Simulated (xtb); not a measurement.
I$_{3}$Sn, charge +1, singlet, from a rough starting geometry (GFN-xTB shapes and energies of metal compounds can be far from the true ones).

xtb was given this input:
```
$ xtb mol.xyz --gfn 2 --chrg 1 --opt vtight --json

# file mol.xyz
4

Sn    -0.03728736     0.01017658     0.05257604
I      2.56768708    -0.46625167    -0.81820545
I     -1.00293569    -1.17696598     2.22760446
I     -1.56386608     1.66292597    -1.43532306
```

### Question
Predict the HOMO-LUMO gap from GFN2-xTB (xtb).

### Answer
0.96 eV

### Question
Estimate the total energy at the end of the optimisation that GFN2-xTB returns for this input.

### Answer
-13.228372 Ha
